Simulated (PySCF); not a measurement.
**Ionisation energy of La(44+) by level of theory**

La(44+) [Ne] 3s2 3p1 (2P) → La(45+) [Ne] 3s2 (1S), as a difference of total energies. Computed with PySCF 2.14 in an even-tempered Gaussian basis (18 s from 8.4 bohr⁻², ratio 2.5; 12 p from 11 bohr⁻², ratio 2.5; 4 d from 44 bohr⁻², ratio 2.7; 4 f from 66 bohr⁻², ratio 2.7), with the spin-free X2C one-electron Hamiltonian (Gaussian nucleus). Correlated levels: outer shells: 1s2 frozen; virtual orbitals above 40 to 60 times the deepest correlated orbital energy dropped. The calculations carry no spin-orbit coupling.

```
                method  ionisation energy (eV)
                   UHF                  3443.9
    MP2 (outer shells)                  3444.4
SCS-MP2 (outer shells)                  3444.2
   CCSD (outer shells)                  3444.4
CCSD(T) (outer shells)                  3444.4
```

A first-order spin-orbit estimate (lowest level to lowest level, LS coupling) adds 67.500 eV.

Breit and QED terms and the two-electron picture change are absent.

First order in ζ underestimates the shift of j = l − 1/2 levels at high Z.

For comparison: 3515 ± 4 eV (theoretical estimate listed by NIST; NIST Atomic Spectra Database, ionization energies).
